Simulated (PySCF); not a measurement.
Atoms are numbered as in `[F:1][c:2]1[cH:3][s:4][cH:5][c:6]1[CH:7]([F:8])[F:9]` (H(Xn): hydrogen on atom n).

Geometry: GFN2-xTB; GIAO shifts from PySCF, gas phase, non-relativistic, averaged over equivalent atoms.

At PBE0/pcSseg-1 (175 basis functions, 22 s wall time on 1 thread of an Arm Neoverse V1, shared host):
| atoms | δ (ppm) |
| --- | --- |
| F8/F9 | -120.4 |
| F1 | -144.3 |
| C2 | 164.8 |
| C5 | 135.8 |
| C6 | 133.0 |
| C7 | 113.7 |
| C3 | 112.7 |
| H(C5) | 7.75 |
| H(C7) | 7.03 |
| H(C3) | 6.71 |

Chemical shifts δ = σref − σ; 19F (σ = 170.95 ppm) against CFCl3; 13C (σ = 186.93 ppm) and 1H (σ = 31.72 ppm) vs TMS, all at this level.

Q: Predict the values at B3LYP/IGLO-II on the same geometry.

A: 
```csv
atoms,δ at B3LYP/IGLO-II,change
F8/F9,-114.7,+5.7
F1,-142.5,+1.8
C2,164.9,+0.1
C5,134.7,-1.1
C6,134.2,+1.2
C7,116.0,+2.3
C3,111.9,-0.8
H(C5),7.55,-0.20
H(C7),7.07,+0.04
H(C3),6.51,-0.20
```

References, each an isolated molecule treated in the same way: 19F (σ = 175.40 ppm) vs CFCl3; 13C (σ = 184.10 ppm), 1H (σ = 32.27 ppm) vs TMS.

The largest change is at F8/F9 (fluorine of a CF2 group). Cost: 229 basis functions, 28 s wall time on 1 thread of an Arm Neoverse V1, shared host. The order of the carbon signals is the same at both levels.

Unscaled 19F shifts against computed CFCl3 carry errors that often reach 10 to 50 ppm.
